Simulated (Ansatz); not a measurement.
(LiSH)4 cube (Li4H4S4). Total charge 0; singlet. Geometry r2SCAN-D4/def2-SVP; atoms count from 1.

Cartesian coordinates in Å:
```
Li 1.3824 -0.3664 1.4130
Li -0.8663 1.7796 0.3549
Li -1.3980 -1.4455 0.0389
Li 0.8813 0.0320 -1.8072
S 1.5229 1.5750 -0.0425
S -0.9602 -0.0348 1.9692
S 0.9432 -1.9395 -0.3870
S -1.5065 0.3990 -1.5401
H 2.4575 2.5407 -0.0676
H -1.5489 -0.0560 3.1775
H 1.5228 -3.1289 -0.6240
H -2.4303 0.6449 -2.4852
```

Q: Estimate the Mulliken populations from the PBE0/def2-TZVP orbitals of Ansatz.

A: 
| atom | charge (e) |
| --- | --- |
| Li1 | 0.71 |
| Li2 | 0.71 |
| Li3 | 0.71 |
| Li4 | 0.71 |
| S5 | -0.87 |
| S6 | -0.87 |
| S7 | -0.87 |
| S8 | -0.87 |
| H9 | 0.16 |
| H10 | 0.16 |
| H11 | 0.16 |
| H12 | 0.16 |
Mulliken values depend strongly on the basis.
